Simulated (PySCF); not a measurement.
Species: di-n-propyl ether, C6H14O.
Bonds: C1–C2, C2–C3, C3–O4, O4–C5, C5–C6, C6–C7. Hydrogens: H8, H9, H10 on C1; H11, H12 on C2; H13, H14 on C3; H15, H16 on C5; H17, H18 on C6; H19, H20, H21 on C7.

The same species was optimised twice, with GFN2-xTB and with PBE0-D3(BJ)/def2-SVP (PySCF), and the same property calculations (PySCF, gas phase) were run on both structures.

| coordinate | GFN2-xTB | PBE0-D3(BJ)/def2-SVP | change |
| --- | --- | --- | --- |
| C3–O4 (Å) | 1.411 | 1.399 | -0.012 |
| C2–C3 (Å) | 1.525 | 1.514 | -0.011 |
| C5–C6 (Å) | 1.532 | 1.522 | -0.010 |
| O4–C5 (Å) | 1.407 | 1.399 | -0.008 |
| C1–C2 (Å) | 1.523 | 1.519 | -0.004 |
| C6–C7 (Å) | 1.523 | 1.520 | -0.003 |
| C5–C6–C7 (°) | 111.0 | 112.3 | +1.3 |
| C1–C2–C3 (°) | 111.8 | 112.9 | +1.1 |
| C2–C3–O4 (°) | 108.4 | 109.0 | +0.6 |
| O4–C5–C6 (°) | 114.5 | 114.2 | -0.3 |
| C3–O4–C5 (°) | 115.1 | 115.2 | +0.1 |
| C1–C2–C3–O4 (°) | -179 | 180 | -1 |
| C2–C3–O4–C5 (°) | -164 | -174 | -10 |
| C3–O4–C5–C6 (°) | -70 | -77 | -7 |
| O4–C5–C6–C7 (°) | -172 | -175 | -3 |

Rotational constants: A = 8537, B = 900.2, C = 854.7 MHz (GFN2-xTB) against A = 8429, B = 899.3, C = 858.3 MHz (PBE0-D3(BJ)/def2-SVP). Point groups within 0.08 Å: C1 and C1.

On the GFN2-xTB structure: HOMO (eV) -7.15 [PBE0/pcSseg-1]; LUMO (eV) 1.54 [PBE0/pcSseg-1]; dipole (D) 1.22 [PBE0/pcSseg-1]; GIAO shielding of C1/C7 (mean) (ppm) 175.3 [PBE0/pcSseg-1]; GIAO shielding of C2/C6 (mean) (ppm) 160.1 [PBE0/pcSseg-1]; GIAO shielding of C3/C5 (mean) (ppm) 109.2 [PBE0/pcSseg-1]; GIAO shielding of O4 (ppm) 280.2 [PBE0/pcSseg-1].

What do these properties become on the PBE0-D3(BJ)/def2-SVP structure?

| property | level | on GFN2-xTB | on PBE0-D3(BJ)/def2-SVP | change |
| --- | --- | --- | --- | --- |
| HOMO (eV) | PBE0/pcSseg-1 | -7.15 | -7.20 | -0.05 |
| LUMO (eV) | PBE0/pcSseg-1 | 1.54 | 1.53 | -0.01 |
| dipole (D) | PBE0/pcSseg-1 | 1.22 | 1.16 | -0.06 |
| energy, GFN2-xTB geometry as zero (kcal/mol) | PBE0/pcSseg-1 | 0.0 | -0.5 | -0.5 |
| GIAO shielding of C1/C7 (mean) (ppm) | PBE0/pcSseg-1 | 175.3 | 173.3 | -2.0 |
| GIAO shielding of C2/C6 (mean) (ppm) | PBE0/pcSseg-1 | 160.1 | 159.8 | -0.3 |
| GIAO shielding of C3/C5 (mean) (ppm) | PBE0/pcSseg-1 | 109.2 | 110.1 | +0.9 |
| GIAO shielding of O4 (ppm) | PBE0/pcSseg-1 | 280.2 | 284.0 | +3.8 |

The heavy atoms differ by 0.074 Å rms after alignment. Among bonds between heavy atoms C2–C3 and C3–O4 change most and about equally (-0.012 to -0.011 Å). Changes are differences of the printed values. Neither structure is proved a minimum here.

Conformer computed: `[CH3:1][CH2:2][CH2:3][O:4][CH2:5][CH2:6][CH3:7]`: C1–C2–C3–O4 180°, C2–C3–O4–C5 -174°, C3–O4–C5–C6 -77°, O4–C5–C6–C7 -175°.
